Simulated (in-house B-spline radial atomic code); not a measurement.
Results of a calculation; reference values are marked as such.
# Making a Troullier-Martins p channel for Rb, r_c = 1.44 bohr

Rb, [Kr] 5s1, non-relativistic PBE, spherical and spin-unpolarised, from a B-spline radial code for spherical atoms (atomic units). The all-electron 4p level is ε = -0.589612 hartree, its outermost node lies just inside 0.65 bohr and its outer maximum at 1.44 bohr.

Inside r_c the pseudo-orbital is u(r) = r^2 exp(p(r)), with p = c0 + c2 r² + c4 r⁴ + … + c12 r¹². The seven coefficients follow from p and its first four derivatives at r_c, from zero curvature of the screened potential at the origin, c4 = −c2²/(2l + 5), and from the norm inside r_c. At r_c the all-electron orbital has P = 0.8429312, P' = -0.005129009, the screened potential V = -2.043899, V' = 3.199234, V'' = -6.505959, and the norm inside is Q = 0.3618665.

Problem. What are p, p' and p'' at r_c?

Solution. p = ln(P/r_c^2) = ln(0.8429312/2.0736) = -0.90016. p' = P'/P − 2/r_c = -0.00608 − 1.38889 = -1.39497. The radial equation gives p'' = 2(V − ε) − 2(2) p'/r_c − p'² = -2.90857 − (-3.87493) − 1.94595 = -0.97960. Differentiating, p''' = 2V' + 2(2)p'/r_c² − 2(2)p''/r_c − 2p'p'' = 3.6956, and p'''' = 2V'' − 4(2)p'/r_c³ + 4(2)p''/r_c² − 2(2)p'''/r_c − 2p''² − 2p'p''' = -14.928.

For a trial c2 the five matching conditions are linear in c0, c6, c8, c10 and c12, and c2 is varied until the norm inside r_c equals Q. The root nearest zero gives:

| n | c_n |
| --- | --- |
| 0 | -0.3583856 |
| 2 | 0.08394127 |
| 4 | -0.001006591 |
| 6 | -0.3092683 |
| 8 | 0.1866191 |
| 10 | -0.0450581 |
| 12 | 0.004064181 |

Problem. Check c4 and p(r_c), and find the screened pseudopotential at the origin.

Solution. −c2²/7 = -0.00100659, as listed. The terms c_n r_c^n are -0.35839, 0.17406, -0.00433, -2.75747, 3.45029, -1.72742, 0.32309, which sum to -0.90016. Inverting the radial equation, V_l(r) = ε + 2 p'/r + (p'' + p'²)/2, so V_l(0) = ε + (2l + 3) c2 = -0.589612 + 5 × (0.0839413) = -0.1699 hartree, finite where the all-electron potential diverges.

Orbitals and screened potentials:

```
r (bohr)        P        u  V all-electron  V pseudo
   0.144   0.1614  0.01452          -153.7   -0.1734
    0.36  -0.3997   0.0915          -35.24   -0.2937
   0.576  -0.1505   0.2362          -14.21   -0.8279
   0.792   0.3017   0.4386          -7.357    -1.834
   1.008   0.6302   0.6518          -4.371    -2.726
   1.224   0.7982   0.7989          -2.919    -2.729
    1.44   0.8429   0.8429          -2.044    -2.044
```

Logarithmic derivatives P'/P at R = 1.74 bohr, for energies E around ε:

```csv
E − ε (hartree),all-electron,pseudo
-0.5,0.323971,0.322104
-0.25,-0.0116454,-0.0122544
-0.1,-0.246914,-0.247007
0,-0.421923,-0.42189
0.1,-0.614566,-0.614695
0.25,-0.94441,-0.945675
0.5,-1.64774,-1.65587
```

Problem. With P(R) = 0.7848851 and a norm of 0.56466 inside R, what slope in energy does norm conservation fix?

Solution. d(P'/P)/dE = −2 × (norm inside R)/P(R)² = -1.8332 per hartree·bohr at E = ε, for both atoms, since orbital and norm agree at R. Differences over ±0.1 hartree give -1.8383 (all-electron) and -1.8384 (pseudo), which also hold third-order terms. Half a hartree below ε the two curves differ by -0.0019.
